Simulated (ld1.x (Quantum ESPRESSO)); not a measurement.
## Configuration tests for In (Z = 49) (TM)

indium (In), norm-conserving Troullier–Martins (Kleinman–Bylander form), made with ld1.x (Quantum ESPRESSO) 7.5 (PBE, scalar-relativistic). Core [Kr], reference 4d10 5s2 5p1. Waves: 5s (bound): rc 2.15 bohr; 5p (bound): rc 2.85 bohr; 4d (bound): rc 1.45 bohr. Local part: all-electron potential smoothed inside 1.40 bohr (lloc = -2). Core correction: none.

Energies are relative to the spin-unpolarised reference configuration 4d10 5s2 5p1; without spin polarisation the order of configurations can differ from experiment. Not all tests gave a result: 1 of 7 tests not solved or not reliable. Left out of the table: 4d9 5s2 5p1 (solver errors, printed error -35.4 eV).

```tsv
valence configuration	charge	ΔE all-electron (eV)	error AE − PS (meV)
4d10 5s1 5p0	+2	24.598	+2.7
4d10 5s0 5p0	+3	52.918	+64
4d10 5s2 5p0.5	+0.5	1.940	-0.4
4d10 5s0 5p3	0	11.947	+17
```

Problem. What are ΔE and the potential's error for 4d10 5s2 5p0?

Solution. ΔE = 5.363 eV all-electron; the error (AE − PS) is -1.6 meV.

Problem. What are ΔE and the potential's error for 4d10 5s1 5p1?

Solution. ΔE = 11.956 eV all-electron; the error (AE − PS) is +6.0 meV.

Note: ghost state, extra bound levels that the all-electron valence spectrum of the same l lacks: s at -23.7 eV. A true bound ghost makes a file unfit for plane-wave use.
